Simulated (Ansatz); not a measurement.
`C=[CH][Zn][CH3]` + H₂ → `[CH3][ZnH]` + `C=C` at 700 K and 1 bar (hydrogenolysis of a Zn–C bond).

Program: Ansatz. Geometries: PBE0-D4/def2-TZVP. ΔE: electronic, gas phase. CBS: MP2 limit from def2 TZ/QZ plus the TZ coupled-cluster correction, frozen cores. This one scheme is used for every species. For Zn outer-core shells are correlated without core-valence functions, which leaves a few kJ/mol of doubt a bond. Scalar relativity is left out up to krypton. One conformer a species, not always the lowest.

```
          species  CCSD(T)/CBS energy (Eh)  H − E (kJ/mol)  S (J/(mol·K))
`C=[CH][Zn][CH3]`              -1896.11290           271.6          448.1
               H₂                 -1.17544            46.8          155.3
     `[CH3][ZnH]`              -1818.81862           151.0          315.8
            `C=C`                -78.48111           168.9          268.4
```

H − E and S are ideal-gas, rigid-rotor, harmonic terms from PBE0-D4/def2-TZVP, for one conformer and one mirror image of each species. For small species the MP2-based limit differs from directly extrapolated CCSD(T) by up to some mEh (0.8 for H₂); such offsets cancel only in part. 1 Eh = 2625.50 kJ/mol, R = 8.31446 J/(mol·K).

**Question.** By hand: ΔE, ΔH, ΔS and ΔG.

**Answer.** ΔE = (-1818.81862) + (-78.48111) − (-1896.11290) − (-1.17544) = -0.01139 Eh = -29.9 kJ/mol. Δ(H − E) = 151.0 + 168.9 − 271.6 − 46.8 = 1.5, so ΔH = -28.4 kJ/mol. ΔS = 315.8 + 268.4 − 448.1 − 155.3 = -19.2 J/(mol·K). ΔG = -28.4 − 700 × (-19.2)/1000 = -15.0 kJ/mol.

**Question.** By hand: the equilibrium constant, and the temperature at which ΔG would vanish if ΔH and ΔS stayed fixed.

**Answer.** log₁₀ K = −ΔG/(RT ln 10) = 1.1. ΔG = 0 at ΔH/ΔS = 1479 K, though so small a ΔS makes that figure unsure.

TΔS isn't small against ΔH here. A doubt of 5 kJ/mol in ΔE shifts log₁₀ K by 0.4 here. Other conformers and mirror images would add mixing entropy, several J/(mol·K) or more a flexible species. Modes under 60 cm⁻¹, often nearly free rotors, make the harmonic entropy too high. These are equilibria of isolated gas molecules and say nothing of rates. Largest T1 diagnostic: 0.014 (customary marks: 0.02 for closed shells, 0.045 for open ones).
